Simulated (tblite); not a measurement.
C6H12P (charge +1).
Bonds: C1–C2 (double), C2–C3, C2–P4, P4–C5, C5–C6, C6–C7, C5–C7. Hydrogens: H8, H9 on C1; H10, H11, H12 on C3; H13, H14 on P4; H15 on C5; H16, H17 on C6; H18, H19 on C7.

A start from a force field or distance geometry was refined with GFN2-xTB geometry optimisation, gas phase (tblite 0.8.0). Values at the start:

```csv
coordinate,start
C1=C2,1.333 Å
C1–H8,1.064 Å
C1–H9,1.088 Å
C2–C3,1.481 Å
C2–P4,1.792 Å
C3–H10,1.113 Å
P4–C5,1.802 Å
P4–H13,1.433 Å
C5–C6,1.520 Å
C5–H15,1.124 Å
C6–C7,1.501 Å
C6–H16,1.114 Å
C6–H17,1.100 Å
C1–C2–C3,120.8°
C1–C2–P4,122.4°
C2–P4–C5,113.3°
C3–C2–P4,116.8°
P4–C5–C6,111.7°
C5–C6–C7,59.0°
C5–C7–C6,61.1°
C6–C5–C7,59.8°
C1–C2–P4–C5,-4°
C2–P4–C5–C6,176°
P4–C5–C6–C7,115°
P4–C5–C7–C6,-98°
```

Problem. How do these coordinates change at the GFN2-xTB level?

Solution. 
| coordinate | GFN2-xTB (Å or °) | change |
| --- | --- | --- |
| P4–H13 | 1.378 | -0.055 |
| C5–H15 | 1.085 | -0.039 |
| C6–H16 | 1.081 | -0.033 |
| C3–H10 | 1.091 | -0.022 |
| C6–H17 | 1.079 | -0.021 |
| C1–H8 | 1.078 | +0.014 |
| C2–C3 | 1.495 | +0.014 |
| P4–C5 | 1.789 | -0.013 |
| C6–C7 | 1.488 | -0.013 |
| C1–H9 | 1.077 | -0.011 |
| C2–P4 | 1.803 | +0.011 |
| C5–C6 | 1.511 | -0.009 |
| C1=C2 | 1.329 | -0.004 |
| P4–C5–C6 | 118.2 | +6.5 |
| C1–C2–C3 | 126.4 | +5.6 |
| C3–C2–P4 | 113.7 | -3.1 |
| C2–P4–C5 | 115.8 | +2.5 |
| C1–C2–P4 | 119.9 | -2.5 |
| C5–C6–C7 | 60.6 | +1.6 |
| C6–C5–C7 | 58.9 | -0.9 |
| C5–C7–C6 | 60.5 | -0.6 |
| C2–P4–C5–C6 | -152 | +32 |
| P4–C5–C7–C6 | -108 | -10 |
| P4–C5–C6–C7 | 107 | -8 |
| C1–C2–P4–C5 | 3 | +7 |

The energy falls by 40.3 kJ/mol over 115 L-BFGS steps, the largest force on an atom goes from 1.63 to 0.009 eV/Å, and the atoms move by 0.404 Å rms after alignment. The bond that changes most is P4–H13 (phosphonium phosphorus to P–H hydrogen), which shortens by 0.055 Å. Bonds longer at the end by more than 0.005 Å: 4 of 19; shorter: 14. Among the dihedrals that turn most is H13–P4–C5–C7, from 1° to 39°. Rotational constants go from 5154, 1160, 1034 to 4864, 1232, 1064 MHz.

Its GFN2-xTB frequencies are all real (lowest 44 cm⁻¹).

One conformer stands for the species.

These are computed values.
